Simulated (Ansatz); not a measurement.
Reaction (ligand exchange at the Si–S bond): `O[SiH2][SiH2]S` + CH₃OH → `CO[SiH2][SiH2]O` + H₂S

Program: Ansatz. Geometries: PBE0-D4/def2-TZVP. ΔE: electronic, gas phase. CBS: MP2 limit from def2 TZ/QZ plus the TZ coupled-cluster correction, frozen cores. This one scheme is used for every species. DFT in def2-TZVPP. Each species was taken in one conformer, which may not be the lowest.

```tsv
level	ΔE (kcal/mol)
r2SCAN-D4	-3.9
ωB97X-V	-5.4
r2SCAN	-3.9
MP2/CBS(def2)	-4.3
```

(1) What does CCSD(T)/CBS give? (An estimate is asked.)

Largest T1 diagnostic among the species: 0.012.

Answers

(1) Ansatz gave: -4.9 kcal/mol. The listed levels differ from it by 1.0, -0.5, 1.0, 0.6 kcal/mol.

The D4 term adds +0.7 kcal/mol with B3LYP and +0.3 kcal/mol with PBE0; it sums over pairs of atoms, weighted by their polarisabilities, and B3LYP, whose exchange is more repulsive, gets the larger term. In def2-TZVPP, CCSD(T) changes the Hartree–Fock value by +3.5 kcal/mol (the triples alone add +0.8 kcal/mol) and MP2 by +4.2 kcal/mol.

B3LYP here is the variant with VWN-RPA as its local correlation; programs differ in this.
